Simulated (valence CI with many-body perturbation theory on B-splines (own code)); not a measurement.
The numbers below are computed, except where a source is named.
**Ladder of approximations for Tb XLII**

Method: valence CI with perturbative core correlation (CI+MBPT): six valence electrons over a frozen Dirac-Fock core [Ar], radial functions for each j: 7 s, 7 p, 8 d, 6 f, 4 g, 1 h, with the one-electron correlation potential Σ1, the two-electron term Σ2, the three-electron term Σ3, Breit, model QED; selected CI, second order for the rest, scaled by the run's own slope (own B-spline code, finite nucleus).

No measured spectrum was set against this ion. As an estimate, large intervals hold to a few tenths of a per cent, small ones and those within an open d or f shell to about a per cent. Core correlation moves these levels by up to 9700 cm⁻¹, and in measured spectra 5 to 20 % of such shifts remained as error; rates that hang on mixing are uncertain with them. Among the levels kept, up to 990 cm⁻¹ of a level comes from second order outside the variational space, and about a tenth of that is noise between levels of different J, which matters for small intervals. Only levels of the ground parity were solved; by the run's estimate the other parity begins above the list, which can be wrong where configurations are misplaced.

Each rung adds one term. CI alone is the Dirac-Coulomb CI over the frozen core; QED comes last and gives the full result, which names the levels. Energies are above (3d3/2^4 3d5/2^2) J=4 on the same rung, in eV.

Levels are named by their leading jj configuration (3d3/2^4 stands for four electrons in 3d with j = 3/2), which in mixed levels can hold well under half, so a name can repeat and another be missing. Letters in brackets count levels of one name in rising energy.

```tsv
Level	CI alone	Σ1	Σ2	Σ3	Breit	QED	Full
(3d3/2^4 3d5/2^2) J=2	6.286	+0.0048	-0.4306	-0.1344	+0.4635	+0.0002	6.189
(3d3/2^4 3d5/2^2) J=0	18.903	+0.0364	-0.5151	-0.0190	+0.7427	+0.0155	19.164
(3d3/2^3 3d5/2^3) J=3 [a]	30.855	+0.1834	+0.3804	+0.1713	-0.6373	+0.1047	31.057
(3d3/2^3 3d5/2^3) J=4 [a]	33.486	+0.1716	+0.4339	+0.0807	-0.8142	+0.0959	33.453
(3d3/2^3 3d5/2^3) J=1 [a]	34.654	+0.1868	+0.2012	+0.0851	-0.2735	+0.1051	34.958
(3d3/2^3 3d5/2^3) J=5	40.806	+0.1806	+0.4232	-0.0070	-1.4840	+0.0990	40.018
(3d3/2^3 3d5/2^3) J=6	41.249	+0.1820	+0.6972	-0.1625	-2.0110	+0.0998	40.054
(3d3/2^3 3d5/2^3) J=2 [a]	45.932	+0.1862	-0.2036	-0.1486	-0.6336	+0.1001	45.233
(3d3/2^3 3d5/2^3) J=3 [b]	46.921	+0.1906	-0.0813	+0.0666	-0.9164	+0.1027	46.283
(3d3/2^3 3d5/2^3) J=0	56.111	+0.1802	-0.9154	+0.2010	-0.4654	+0.0928	55.204
(3d3/2^3 3d5/2^3) J=2 [b]	57.132	+0.2197	-0.3341	+0.1621	-0.6476	+0.1168	56.649
(3d3/2^3 3d5/2^3) J=4 [b]	57.890	+0.2082	-0.0658	-0.0594	-1.0863	+0.1094	56.996
(3d3/2^3 3d5/2^3) J=1 [b]	57.817	+0.2047	-0.6020	+0.2233	-0.1824	+0.1075	57.569
(3d3/2^3 3d5/2^3) J=3 [c]	60.954	+0.1956	-0.5761	+0.0639	-0.5865	+0.1005	60.151
(3d3/2^2 3d5/2^4) J=2 [a]	68.056	+0.3525	+0.5074	+0.0168	-1.2037	+0.1987	67.928
(3d3/2^2 3d5/2^4) J=0 [a]	70.429	+0.3551	+0.4172	+0.2831	-0.9574	+0.1993	70.727
(3d3/2^2 3d5/2^4) J=4 [a]	73.954	+0.3619	+0.7173	-0.0525	-1.8764	+0.2018	73.306
(3d3/2^2 3d5/2^4) J=3 [a]	77.046	+0.3564	+0.2534	+0.1599	-1.5038	+0.1974	76.509
(3d3/2^2 3d5/2^4) J=5	77.766	+0.3684	+0.8047	-0.0372	-2.4385	+0.2043	76.667
```

The middle columns are the shifts that each term adds.

(1) How does the ionisation energy move along the ladder, and which term matters most?

## Answers

(1) CI alone 3175.0, + Σ1 3177.2, + Σ2 3189.8, + Σ3 3190.2, + Breit 3189.0, + QED 3189.1 eV. The largest step is Σ2, 12.6 eV. NIST lists 3189 ± 4 eV (theoretical).
